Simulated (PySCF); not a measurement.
BFH3OSi, H3OSi2, Al2BH4O, C2H6Si and others (calculated)

All values are calculated (PySCF 2.14.0). Calculation on a computer-drawn molecule: the log of a Hartree-Fock and frozen-core CCSD(T) single point meant for a local Hartree-Fock minimum, with one planted fault or none, to be diagnosed. Offsets are logged minus clean, where the clean run is the same molecule without the fault. The reference is restricted for singlets and unrestricted otherwise, and also for a bond in bohr or an excited solution. Adding or removing an electron swaps singlet and doublet. The excited solution moves the top pair (singlet) or top alpha electron (doublet) to the lowest empty orbital. Highest occupied and lowest empty are orbital energies over both spins, largest force is the largest gradient component, triples share is (T) over the correlation energy, the T1 limit is 0.02 restricted and 0.045 unrestricted, electrons count all cores, a negative frequency is imaginary (commonest isotopes), and the dipole is about the centre of nuclear charge.

Common to all runs: logged SCF converged yes; logged CC converged yes; logged SCF stable within its kind yes; possible faults no fault, one electron removed, one electron added, multiplicity raised by two, geometry at a saddle point, SCF held on an excited solution, minimal basis STO-3G, one bond length entered in bohr, all coordinates scaled.

```json
{"entry": 1, "formula": "BFH3OSi", "logged_structure": {"atoms_angstrom": [["O", 1.7366, -3.1156, 2.337], ["B", 0.6897, -2.3969, 2.3118], ["Si", -0.2622, -2.2921, 0.4434], ["F", -1.6332, -1.3669, 0.3123], ["H", 0.1881, -1.767, 3.2636], ["H", 0.5994, -1.7493, -0.6607], ["H", -0.7168, -3.6187, -0.0951]]}, "given": {"meant_charge": -1, "meant_multiplicity": 1, "meant_basis": "aug-cc-pV(D+d)Z", "logged_electrons": 39, "logged_basis_functions": 128, "logged_spin_squared": 0.7844, "logged_highest_occupied [eV]": -11.533, "logged_lowest_empty [eV]": 0.27761, "logged_largest_force [hartree/bohr]": 0.048175, "logged_T1_diagnostic": 0.041912, "logged_D1_diagnostic": 0.24196, "logged_triples_share": 0.029715, "logged_dipole_magnitude [debye]": 1.1941, "logged_energy_HF [hartree]": -489.73936, "logged_energy_CCSD(T) [hartree]": -490.35971, "drawn_bonds_atom": [1, 2, 3, 2, 3, 3], "drawn_bonds_other_atom": [2, 3, 4, 5, 6, 7], "drawn_bonds_order": [1, 1, 1, 1, 1, 1]}, "results": {"planted_fault": "one electron removed", "HF_energy_offset_from_clean_run [kcal/mol]": 37.91, "CCSD(T)_energy_offset_from_clean_run [kcal/mol]": 63.78}}
{"entry": 2, "formula": "H3OSi2", "logged_structure": {"atoms_angstrom": [["O", -0.3838, 0.7055, -1.7763], ["Si", -0.601, 1.694, -0.6664], ["Si", 1.0887, 2.4782, 0.715], ["H", -3.0543, 2.9353, -0.1563], ["H", 0.6278, 3.0169, 2.0125], ["H", 2.2765, 1.6141, 0.8424]]}, "given": {"meant_charge": 0, "meant_multiplicity": 2, "meant_basis": "cc-pV(D+d)Z", "logged_electrons": 39, "logged_basis_functions": 75, "logged_spin_squared": 1.5665, "logged_highest_occupied [eV]": -9.3041, "logged_lowest_empty [eV]": -0.32531, "logged_largest_force [hartree/bohr]": 0.019797, "logged_T1_diagnostic": 0.043627, "logged_D1_diagnostic": 0.17733, "logged_triples_share": 0.041649, "logged_dipole_magnitude [debye]": 4.263, "logged_energy_HF [hartree]": -654.32971, "logged_energy_CCSD(T) [hartree]": -654.73141, "drawn_bonds_atom": [1, 2, 2, 3, 3], "drawn_bonds_other_atom": [2, 3, 4, 5, 6], "drawn_bonds_order": [2, 1, 1, 1, 1]}, "results": {"planted_fault": "one bond length entered in bohr, row 3 of the drawn bonds", "HF_energy_offset_from_clean_run [kcal/mol]": 64.2, "CCSD(T)_energy_offset_from_clean_run [kcal/mol]": 69.23}}
{"entry": 3, "formula": "Al2BH4O", "logged_structure": {"atoms_angstrom": [["B", -1.2185, -0.4292, -2.8172], ["Al", -1.5122, -1.1974, -0.9604], ["O", -0.9145, -0.6538, 0.4163], ["Al", -0.3317, -0.1342, 1.8039], ["H", -0.4197, -0.8594, -3.5047], ["H", -1.9775, 0.2826, -3.2786], ["H", -1.11, 0.8697, 2.5855], ["H", 0.9769, -0.6649, 2.2836]]}, "given": {"meant_charge": 0, "meant_multiplicity": 2, "meant_basis": "cc-pV(D+d)Z", "logged_electrons": 43, "logged_basis_functions": 94, "logged_spin_squared": 0.8228, "logged_highest_occupied [eV]": -7.3705, "logged_lowest_empty [eV]": 1.4142, "logged_largest_force [hartree/bohr]": 0.037856, "logged_T1_diagnostic": 0.029375, "logged_D1_diagnostic": 0.14285, "logged_triples_share": 0.022619, "logged_dipole_magnitude [debye]": 0.5877, "logged_energy_HF [hartree]": -585.73998, "logged_energy_CCSD(T) [hartree]": -586.16103, "drawn_bonds_atom": [1, 2, 3, 1, 1, 4, 4], "drawn_bonds_other_atom": [2, 3, 4, 5, 6, 7, 8], "drawn_bonds_order": [1, 1, 1, 1, 1, 1, 1]}, "results": {"planted_fault": "all coordinates scaled, by -5.4 %", "HF_energy_offset_from_clean_run [kcal/mol]": 14.28, "CCSD(T)_energy_offset_from_clean_run [kcal/mol]": 17.21}}
{"entry": 4, "formula": "C2H6Si", "logged_structure": {"atoms_angstrom": [["C", -0.4727, 2.359, -0.0702], ["C", -0.2993, 0.8618, -0.0193], ["Si", -0.814, -0.2158, 1.188], ["H", 0.4962, 2.8652, -0.1203], ["H", -1.002, 2.7424, 0.8043], ["H", -1.0371, 2.6593, -0.9583], ["H", 0.2228, 0.4265, -0.8685], ["H", -1.5329, 0.2147, 2.3989], ["H", -0.5689, -1.6629, 1.0952]]}, "given": {"meant_charge": 0, "meant_multiplicity": 1, "meant_basis": "cc-pV(D+d)Z", "logged_electrons": 31, "logged_basis_functions": 81, "logged_spin_squared": 0.7569, "logged_highest_occupied [eV]": -16.534, "logged_lowest_empty [eV]": -6.1587, "logged_largest_force [hartree/bohr]": 0.050073, "logged_T1_diagnostic": 0.015145, "logged_D1_diagnostic": 0.059886, "logged_triples_share": 0.026699, "logged_dipole_magnitude [debye]": 1.8297, "logged_energy_HF [hartree]": -367.84891, "logged_energy_CCSD(T) [hartree]": -368.2469, "drawn_bonds_atom": [1, 2, 1, 1, 1, 2, 3, 3], "drawn_bonds_other_atom": [2, 3, 4, 5, 6, 7, 8, 9], "drawn_bonds_order": [1, 2, 1, 1, 1, 1, 1, 1]}, "results": {"planted_fault": "one electron removed", "HF_energy_offset_from_clean_run [kcal/mol]": 158.8, "CCSD(T)_energy_offset_from_clean_run [kcal/mol]": 190.3}}
{"entry": 5, "formula": "B2H3OSi", "logged_structure": {"atoms_angstrom": [["O", -0.1931, 2.4573, 0.1963], ["B", 0.833, 1.89, 0.3147], ["B", 2.2306, 0.9539, 0.4735], ["Si", 2.1282, -1.0728, 0.4241], ["H", 3.3174, 1.4186, 0.6182], ["H", 2.2575, -1.8213, -0.8297], ["H", 1.9476, -1.8658, 1.6437]]}, "given": {"meant_charge": 1, "meant_multiplicity": 1, "meant_basis": "cc-pV(D+d)Z", "logged_electrons": 34, "logged_basis_functions": 80, "logged_spin_squared": 2.0243, "logged_highest_occupied [eV]": -14.644, "logged_lowest_empty [eV]": -9.3377, "logged_largest_force [hartree/bohr]": 0.044838, "logged_T1_diagnostic": 0.045153, "logged_D1_diagnostic": 0.2423, "logged_triples_share": 0.03879, "logged_dipole_magnitude [debye]": 10.561, "logged_energy_HF [hartree]": -414.48023, "logged_energy_CCSD(T) [hartree]": -414.94128, "drawn_bonds_atom": [1, 2, 3, 3, 4, 4], "drawn_bonds_other_atom": [2, 3, 4, 5, 6, 7], "drawn_bonds_order": [2, 1, 1, 1, 1, 1]}, "results": {"planted_fault": "multiplicity raised by two", "HF_energy_offset_from_clean_run [kcal/mol]": 91.81, "CCSD(T)_energy_offset_from_clean_run [kcal/mol]": 90.75}, "notes": ["T1 above single-reference limit"]}
```
